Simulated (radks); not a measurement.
Results of a calculation; reference values are marked as such.
These are the eigenvalues of the occupied orbitals of an atom or ion with whole-number occupations (hartree). Code: a radial shooting solver on a logarithmic mesh with Libxc functionals. Model: scalar-relativistic Kohn-Sham, PBEsol, spin-polarised, spherical densities, point nucleus.

1s down: -2039.260
1s up: -2039.260
2s up: -341.4850
2s down: -341.4836
2p up: -302.5966
2p down: -302.5956
3s up: -76.62980
3s down: -76.58426
3p up: -64.74855
3p down: -64.70316
3d up: -49.66811
3d down: -49.63323
4s up: -15.53078
4s down: -15.43439
4p up: -11.62093
4p down: -11.52584
4d up: -6.34248
4d down: -6.24896
5s up: -2.33850
5s down: -2.29172
5p up: -1.42888
5p down: -1.39504
4f up: -0.61151
4f down: -0.53016
7f up: -0.04968

Which element is it, and in what charge state? The configuration may be excited. Open shells, if any, are filled with parallel spins first.

Answer. Z = 67, holmium, charge +1: Ho+ in [Xe] 4f11 7f1. The list shows which subshells hold electrons but not how many an open one holds; the 1s level, -2039.3 hartree, gives Z - s = 63.9 by -(Z - s)^2/2, which with screening and relativity narrows Z to a few neighbours, and the depths of the outer levels then fix element, charge and occupations together.
